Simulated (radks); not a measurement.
Values are calculated unless marked as measured or tabulated.
All-electron atom: Ga1.125+ in [Ne] 3s2 3p(up 3, down 2.875) 3d10 4s2 (fractional occupations, a model configuration).

Level of theory: non-relativistic Kohn-Sham, PBE, spin-polarised, spherical densities, point nucleus (a radial shooting solver on a logarithmic mesh with Libxc functionals).

Energy parts (hartree):
part                       energy
total                 -1923.86084
kinetic                1922.58574
electron-nucleus      -4593.91081
Hartree                 821.85882
exchange-correlation    -74.39458

Orbitals (lengths in bohr, moments of r in powers of bohr; <r^-3> diverges for s and p1/2; r(max) is where P^2 peaks):
| orbital | occ. | eigenvalue (hartree) | <1/r> | <r^4> | <r^-3> | r(max) |
|---|---|---|---|---|---|---|
| 1s up | 1 | -371.2864 | 30.51 | 0.00002726 | - | 0.03261 |
| 1s down | 1 | -371.2836 | 30.51 | 0.00002726 | - | 0.03261 |
| 2s up | 1 | -45.68785 | 6.678 | 0.005775 | - | 0.1858 |
| 2s down | 1 | -45.68576 | 6.678 | 0.005774 | - | 0.1858 |
| 2p up | 3 | -40.52728 | 6.646 | 0.004103 | 844.3 | 0.1479 |
| 2p down | 3 | -40.52408 | 6.646 | 0.004103 | 844.2 | 0.1479 |
| 3s up | 1 | -5.66917 | 2.140 | 0.4149 | - | 0.5733 |
| 3s down | 1 | -5.66174 | 2.139 | 0.4155 | - | 0.5733 |
| 3p up | 3 | -3.99374 | 2.014 | 0.5299 | 110.8 | 0.5704 |
| 3p down | 2.875 | -3.98653 | 2.014 | 0.5310 | 110.8 | 0.5705 |
| 3d up | 5 | -1.12299 | 1.667 | 1.747 | 11.88 | 0.5314 |
| 3d down | 5 | -1.11731 | 1.665 | 1.762 | 11.87 | 0.5315 |
| 4s up | 1 | -0.64180 | 0.5868 | 51.47 | - | 1.860 |
| 4s down | 1 | -0.64144 | 0.5865 | 51.57 | - | 1.861 |

The highest occupied level is 4s down at -17.454 eV. The electron density at the nucleus is 2.042e+04 e/bohr^3. Spin moment in Bohr magnetons: 0.125.
